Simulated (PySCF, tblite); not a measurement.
Isomers of C5H6OS. Method: GFN2-xTB as coded in tblite; computed harmonic values from a numerical Hessian at the method's own geometry, unscaled. Against measured fundamentals such values can be off by several per cent, at times by over 20. One conformer each.

Electronic energies: PBE0-D3(BJ)/def2-SVP at its own geometries (PySCF, gas phase).

| SMILES | electronic energy, lowest = 0 (kJ/mol) |
| --- | --- |
| CSc1ccco1 | 28.8 |
| COc1ccsc1 | 20.3 |
| OCc1cccs1 | 0.0 |

Q: How do GFN2-xTB zero-point energies change the relative energies?

A: 
```
   SMILES  ZPE (kJ/mol)  of it from modes above 1550 cm⁻¹  electronic (kJ/mol)  with ZPE, lowest = 0 (kJ/mol)  lowest mode (cm⁻¹)  rings
OCc1cccs1         253.1                             122.0                  0.0                            0.0                  7i      1
COc1ccsc1         253.0                             119.5                 20.3                           20.2                 104      1
CSc1ccco1         252.5                             121.2                 28.8                           28.2                  37      1
```

The zero-point energies span 0.6 kJ/mol, from `CSc1ccco1` to `OCc1cccs1`. Slightly imaginary modes are left out of the zero-point energy: `OCc1cccs1` 6.8i cm⁻¹. The order is unchanged.

Q: And how do the electronic energies of GFN2-xTB itself compare?

A: `OCc1cccs1` 22.1; `COc1ccsc1` 5.6; `CSc1ccco1` 0.0 kJ/mol, lowest = 0. Against the energies above, taken from the same isomer `OCc1cccs1`, the largest difference is 50.9 kJ/mol. The two levels were optimised apart and needn't hold the same conformer.
